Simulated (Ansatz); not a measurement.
Basis-set extrapolation for C4H10BN (`BN(C=C)CC`) (PBE0-D4/def2-TZVP geometry, frozen core, Ansatz 0.2.0). Multiplicity 1, RHF reference.

|  | def2-TZVPP | def2-QZVPP |
| --- | --- | --- |
| HF | -236.520972 | -236.532210 |
| MP2 correlation | -0.990757 | -1.053944 |
| CCSD(T) correlation | -1.090517 | not run |

Energies in hartree. Use E(X) = E(∞) + A·exp(−7.88·√X) for Hartree–Fock and E(X) = E(∞) + B·X^(−2.97) for correlation, with X = 3 and 4, and add CCSD(T) minus MP2 of the smaller set to the MP2 limit.

Question: What is the CCSD(T) energy at the basis-set limit?

Answer: HF limit: -236.532210 + (-0.011238) × 0.13774 = -236.53376. MP2 limit: -1.053944 + (-0.063187) × 0.74074 = -1.10075. Higher-order term: -1.090517 − (-0.990757) = -0.09976. Total: -237.73427 hartree, 322.4 kJ/mol below CCSD(T)/def2-TZVPP.
